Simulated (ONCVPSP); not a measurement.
**Varying the ONCV potential for lithium (Li)**

Base potential:

```json
{
  "Element": "lithium (Li)",
  "Generator": "ONCVPSP 4.0.1",
  "Type": "optimised norm-conserving Vanderbilt (ONCV)",
  "Functional": "PBE",
  "Relativity": "scalar-relativistic",
  "Frozen core": "[He]",
  "Valence charge": "1",
  "Reference configuration": "2s0.5 2p0.5",
  "Partial waves": "2s: rc 3.10 bohr, ncon 4, nbas 8, qcut 2.3 1/bohr, 3 projectors, debl 0.4 Ha; 2p: rc 4.00 bohr, ncon 5, nbas 9, qcut 1.7 1/bohr, 2 projectors, debl 0.9 Ha",
  "Local potential": "polynomial inside 2.70 bohr (lpopt 5, dvloc0 0 Ha)",
  "Core correction": "Teter function fitted to the true core (icmod 2), fcfact 0.45"
}
```

Cutoffs, loose and tight: the cutoffs (Ha) at which the residual kinetic energy of the hardest occupied pseudo-wave falls to 1 and 0.1 mHa per electron. They do not see the model core or the augmentation charge, which bear on the density cutoff. Test errors are all-electron minus pseudo excitation energies from the reference, over the configurations 2s1 2p0; 2s0.5 2p0; 2s0 2p1. A dash means not determined; rows that change the core or the reference have their own tests.

For the base: The cutoffs count occupied waves only; projector 2 of the p channel, the hardest unoccupied one, needs 11 Ha at the loose tolerance.

```
                  change    outcome  cutoff, loose  cutoff, tight  bound ghosts  GHOST(+) flags above zero  largest test error (meV)
                    base  generated         1.7 Ha          11 Ha          none                       none                      +4.9
             s: debl 2.9  generated         1.7 Ha          11 Ha          none                       none                      +4.8
       functional PBEsol  generated         1.6 Ha          10 Ha          none                       none                      +5.1
              s: nproj 1  generated         1.7 Ha          11 Ha          none                       none                      +5.2
             p: qcut 1.9  generated         1.6 Ha         7.1 Ha          none                       none                      +4.4
               s: nbas 7  generated         1.7 Ha          11 Ha          none                       none                      +4.9
    core correction none  generated         1.7 Ha          11 Ha          none                       none                      +5.1
s: qcut 2.4; p: qcut 1.8  generated         1.6 Ha         9.0 Ha          none                       none                      +4.6
```
